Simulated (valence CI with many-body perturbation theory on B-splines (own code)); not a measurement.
**Forbidden lines of Gd XLII**

Method: relativistic CI+MBPT: five valence electrons over a frozen Dirac-Fock core [Ar], radial functions for each j: 7 s, 7 p, 8 d, 6 f, 4 g, 1 h, with the one-electron correlation potential Σ1 (screened to all orders), the two-electron term Σ2, the three-electron term Σ3, Breit, model QED; selected single and double excitations, second order for the rest, scaled by the run's own slope (own B-spline code, finite nucleus).

The last digits are not significant, and no measured levels were compared; by estimate large intervals hold to a few tenths of a per cent, small ones and those within an open d or f shell to about a per cent. Among the levels kept, up to 250 cm⁻¹ of a level comes from second order outside the variational space, and about a tenth of that is noise between levels of different J, which matters for small intervals. Only levels of the ground parity were solved; by the run's estimate the other parity begins above the list, which can be wrong where configurations are misplaced.

Lines 1 to 50 of 120 in falling wavelength, among levels below 1263400 cm⁻¹, chosen from the decays that carry over 1 % of a level's rate. Wavelengths and rates use the calculated energies. Electric multipoles are in the length gauge, E1 and E2 with the static RPA response of the core. Weak lines are less certain than strong ones. Lines between different terms over intervals too small for the method are left out, as are lines whose strength nearly cancels. Branching is blank where the lifetime is uncertain.

Levels are named by their leading jj configuration (3d3/2^4 stands for four electrons in 3d with j = 3/2), which in mixed levels can hold well under half, so a name can repeat and another be missing. Letters in brackets count levels of one name in rising energy.

```tsv
λ vac (nm)	Upper	Lower	Type	A (s⁻¹)	Branch %
919.3	(3d3/2^3 3d5/2^2) J=11/2	(3d3/2^3 3d5/2^2) J=7/2 [a]	E2	5.91e-08	
320.0	(3d3/2^3 3d5/2^2) J=9/2	(3d3/2^3 3d5/2^2) J=11/2	M1	3.19e+02	26.4
275.0	(3d3/2^3 3d5/2^2) J=7/2 [b]	(3d3/2^3 3d5/2^2) J=5/2 [b]	M1	3.84e+02	1.9
237.4	(3d3/2^3 3d5/2^2) J=9/2	(3d3/2^3 3d5/2^2) J=7/2 [a]	M1	8.76e+02	72.5
194.7	(3d3/2^3 3d5/2^2) J=5/2 [b]	(3d3/2^3 3d5/2^2) J=3/2 [a]	M1	1.29e+03	3.1
152.8	(3d3/2^3 3d5/2^2) J=1/2	(3d3/2^3 3d5/2^2) J=3/2 [a]	M1	7.89e+03	99.4
122.0	(3d3/2^3 3d5/2^2) J=7/2 [a]	(3d3/2^3 3d5/2^2) J=5/2 [a]	M1	6.05e+03	3.5
103.2	(3d3/2^3 3d5/2^2) J=7/2 [b]	(3d3/2^3 3d5/2^2) J=7/2 [a]	M1	2.39e+03	11.8
93.00	(3d3/2^2 3d5/2^3) J=1/2 [a]	(3d3/2^3 3d5/2^2) J=3/2 [b]	M1	1.41e+04	2.7
89.94	(3d3/2^3 3d5/2^2) J=3/2 [b]	(3d3/2^3 3d5/2^2) J=1/2	M1	2.12e+03	2.7
88.06	(3d3/2^2 3d5/2^3) J=5/2 [b]	(3d3/2^2 3d5/2^3) J=5/2 [a]	M1	4.93e+03	1.1
86.61	(3d3/2^2 3d5/2^3) J=7/2 [b]	(3d3/2^2 3d5/2^3) J=7/2 [a]	M1	4.05e+03	2.5
83.30	(3d3/2^2 3d5/2^3) J=1/2 [b]	(3d3/2^2 3d5/2^3) J=3/2 [a]	M1	1.51e+04	2.9
79.83	(3d3/2^3 3d5/2^2) J=3/2 [b]	(3d3/2^3 3d5/2^2) J=5/2 [b]	M1	5.77e+03	7.5
78.83	(3d3/2^2 3d5/2^3) J=9/2 [c]	(3d3/2^2 3d5/2^3) J=9/2 [b]	M1	1.60e+04	7.6
77.56	(3d3/2^2 3d5/2^3) J=5/2 [b]	(3d3/2^3 3d5/2^2) J=3/2 [b]	M1	1.31e+04	2.9
70.17	(3d3/2^3 3d5/2^2) J=5/2 [b]	(3d3/2^3 3d5/2^2) J=5/2 [a]	M1	3.67e+04	87.7
62.08	(3d3/2^2 3d5/2^3) J=3/2 [c]	(3d3/2^2 3d5/2^3) J=1/2 [b]	M1	1.03e+04	4.2
57.31	(3d3/2^2 3d5/2^3) J=9/2 [a]	(3d3/2^3 3d5/2^2) J=7/2 [b]	M1	2.83e+04	9.9
56.61	(3d3/2^3 3d5/2^2) J=3/2 [b]	(3d3/2^3 3d5/2^2) J=3/2 [a]	M1	1.44e+04	18.7
52.53	(3d3/2^2 3d5/2^3) J=3/2 [b]	(3d3/2^2 3d5/2^3) J=5/2 [a]	M1	1.11e+04	4.7
52.42	(3d3/2^2 3d5/2^3) J=7/2 [a]	(3d3/2^3 3d5/2^2) J=5/2 [b]	M1	6.27e+04	14.9
52.00	(3d3/2^2 3d5/2^3) J=5/2 [c]	(3d3/2^3 3d5/2^2) J=3/2 [b]	M1	7.96e+04	13.2
49.72	(3d3/2^2 3d5/2^3) J=5/2 [a]	(3d3/2^3 3d5/2^2) J=7/2 [a]	M1	6.49e+04	7.8
48.92	(3d3/2^3 3d5/2^2) J=5/2 [a]	(3d3/2^4 3d5/2) J=5/2	M1	3.21e+05	100.0
48.61	(3d3/2^2 3d5/2^3) J=3/2 [b]	(3d3/2^3 3d5/2^2) J=3/2 [b]	M1	3.60e+03	1.5
48.56	(3d3/2^2 3d5/2^3) J=3/2 [c]	(3d3/2^2 3d5/2^3) J=5/2 [c]	M1	1.01e+04	4.1
47.92	(3d3/2 3d5/2^4) J=7/2 [a]	(3d3/2^2 3d5/2^3) J=5/2 [c]	M1	5.28e+04	5.5
47.81	(3d3/2^2 3d5/2^3) J=7/2 [a]	(3d3/2^3 3d5/2^2) J=9/2	M1	1.02e+05	24.2
46.46	(3d3/2^2 3d5/2^3) J=11/2	(3d3/2^3 3d5/2^2) J=9/2	M1	4.01e+04	13.8
46.36	(3d3/2^2 3d5/2^3) J=5/2 [d]	(3d3/2^2 3d5/2^3) J=5/2 [c]	M1	5.89e+03	1.1
45.91	(3d3/2^2 3d5/2^3) J=5/2 [b]	(3d3/2^3 3d5/2^2) J=7/2 [b]	M1	4.32e+04	9.5
45.72	(3d3/2^2 3d5/2^3) J=1/2 [a]	(3d3/2^3 3d5/2^2) J=1/2	M1	1.92e+05	36.6
45.50	(3d3/2^2 3d5/2^3) J=9/2 [c]	(3d3/2^2 3d5/2^3) J=11/2	M1	2.81e+03	1.3
44.71	(3d3/2 3d5/2^4) J=5/2 [a]	(3d3/2^2 3d5/2^3) J=3/2 [a]	M1	7.44e+04	5.4
44.04	(3d3/2^2 3d5/2^3) J=5/2 [d]	(3d3/2^2 3d5/2^3) J=7/2 [b]	M1	5.99e+03	1.1
43.80	(3d3/2^2 3d5/2^3) J=3/2 [a]	(3d3/2^3 3d5/2^2) J=1/2	M1	3.06e+04	3.5
42.30	(3d3/2 3d5/2^4) J=7/2 [a]	(3d3/2^2 3d5/2^3) J=9/2 [b]	M1	6.24e+04	6.4
41.26	(3d3/2^2 3d5/2^3) J=3/2 [a]	(3d3/2^3 3d5/2^2) J=5/2 [b]	M1	1.30e+05	15.0
40.57	(3d3/2^2 3d5/2^3) J=11/2	(3d3/2^3 3d5/2^2) J=11/2	M1	2.51e+05	86.2
40.10	(3d3/2 3d5/2^4) J=11/2	(3d3/2^2 3d5/2^3) J=9/2 [b]	M1	5.82e+04	7.3
39.80	(3d3/2^2 3d5/2^3) J=7/2 [a]	(3d3/2^3 3d5/2^2) J=7/2 [a]	M1	1.50e+05	35.5
39.45	(3d3/2^2 3d5/2^3) J=9/2 [b]	(3d3/2^3 3d5/2^2) J=7/2 [b]	M1	4.89e+04	8.2
39.34	(3d3/2^2 3d5/2^3) J=5/2 [b]	(3d3/2^3 3d5/2^2) J=5/2 [b]	M1	1.90e+05	41.6
38.39	(3d3/2^2 3d5/2^3) J=9/2 [a]	(3d3/2^3 3d5/2^2) J=11/2	M1	1.02e+05	35.7
37.35	(3d3/2^3 3d5/2^2) J=3/2 [b]	(3d3/2^3 3d5/2^2) J=5/2 [a]	M1	1.31e+04	16.9
37.13	(3d3/2^2 3d5/2^3) J=3/2 [c]	(3d3/2^2 3d5/2^3) J=5/2 [b]	M1	3.21e+03	1.3
37.05	(3d3/2^2 3d5/2^3) J=7/2 [b]	(3d3/2^3 3d5/2^2) J=7/2 [b]	M1	4.91e+04	29.8
36.85	(3d3/2^2 3d5/2^3) J=9/2 [a]	(3d3/2^3 3d5/2^2) J=7/2 [a]	M1	1.52e+05	53.4
36.76	(3d3/2 3d5/2^4) J=7/2 [a]	(3d3/2^2 3d5/2^3) J=5/2 [b]	M1	1.54e+05	15.9
```
